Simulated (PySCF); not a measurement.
From computed data to an observable: chemical shift, span and skew from a shielding tensor

BFO, SMILES B(=O)F. Atoms are numbered in the order given.

```xyz
3

F      0.0000     0.0000     1.1962
B      0.0000     0.0000    -0.0860
O      0.0000     0.0000    -1.2920
```

The structure is a stationary point at PBE0-D3(BJ)/def2-TZVP.

GIAO shieldings from PBE/pcSseg-2 in PySCF, non-relativistic, no solvent. The symmetric part of the tensor of F1 has the principal values 326.1, 326.1, 485.4 ppm. The same nucleus in CFCl3 has σ = 132.0 ppm at this level (PySCF, at its B3LYP-D3(BJ)/def2-TZVP geometry).

**Question.** Work out the isotropic shielding, the ¹⁹F shift against CFCl3, the span and the skew.

**Answer.** 
σ(iso) = (σ11 + σ22 + σ33)/3 = 379.2 ppm. δ = σ(ref) − σ(iso) = 132.0 − (379.2) = -247.2 ppm.
Span Ω = σ33 − σ11 = 159.3 ppm. Skew κ = 3(σ(iso) − σ22)/Ω = 1.00, an axial tensor. Tumbling in solution averages the tensor to δ; in a static solid the shielding alone would spread this spin-1/2 line over Ω.
